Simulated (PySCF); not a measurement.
Give a GFN2-xTB geometry of `CCOc1cncs1`.

Z-matrix in Å and degrees, rows numbered from 1:
```
C 
C   1  1.5238
O   2  1.4180  1  112.63
C   3  1.3362  2  118.45  1   -75.29
C   4  1.3683  3  125.26  2   171.26
N   5  1.3504  4  115.13  3   177.25
C   6  1.2760  5  112.50  4     0.26
S   4  1.7448  3  125.10  2   -11.74
H   1  1.0875  2  110.81  3    64.81
H   1  1.0859  2  109.42  3  -175.44
H   1  1.0871  2  110.06  3   -55.58
H   2  1.0926  1  110.46  3   116.30
H   2  1.0982  1  110.39  3  -122.97
H   5  1.0728  4  124.90  3    -2.64
H   7  1.0705  6  124.97  5  -179.98
```

Of the pairs four or more bonds apart, S8···H13 is among the closest relative to their van der Waals radii: 2.68 Å, 89 % of the sum of Bondi's values. The C–O distances run from 1.336 Å (O3–C4, drawn single) to 1.418 Å (C2–O3, drawn single), a spread of 0.082 Å. The 2 C–C bonds span 1.368 Å (C4–C5, aromatic) to 1.524 Å (C1–C2, drawn single), a spread of 0.156 Å. The 2 C–N bonds span 1.276 Å (N6–C7, aromatic) to 1.350 Å (C5–N6, aromatic), a spread of 0.074 Å.

Structure optimised with GFN2-xTB, isolated species.

Point group: C1 (no symmetry element, even within 0.4 Å). Stationary, but not proved a minimum. The numbers are those of one conformer (C1–C2–O3–C4 -75°, C2–O3–C4–C5 171°).

These are computed values.
